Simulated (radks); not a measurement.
Values are calculated unless marked as measured or tabulated.
Isoelectronic series with 47 electrons, all held in the configuration [Kr] 4d10 5s1, which need not be the ground one along the series. Level of theory: scalar-relativistic Kohn-Sham, r2SCAN, spin-unpolarised, spherical densities, finite nucleus; meta-GGA in the generalised Kohn-Sham scheme; Fermi nuclear charge, rms radius of each element as measured or else 0.836 A^(1/3) + 0.57 fm (a radial shooting solver on a logarithmic mesh with Libxc functionals). Total energies (hartree) and orbital eigenvalues (hartree):

ion    E (hartree)         5s         4d         4p         4s
Ag     -5316.66211   -0.15772   -0.28283   -2.21779   -3.59006
Te5+   -6789.66831   -2.36928   -3.66730   -6.43349   -8.31598
La10+   -8468.5896   -5.89926   -8.99646  -12.65973  -15.17069
Sm15+  -10358.8248  -10.61616  -16.03879  -20.66161  -23.93242
Ho20+  -12467.5392  -16.50336  -24.73520  -30.39690  -34.59210
Hf25+  -14803.3558  -23.57502  -35.06422  -41.86459  -47.19468
Ir30+  -17376.7124  -31.86234  -47.01901  -55.08076  -61.81593
Pb35+  -20199.9011  -41.40988  -60.60027  -70.07154  -78.55716
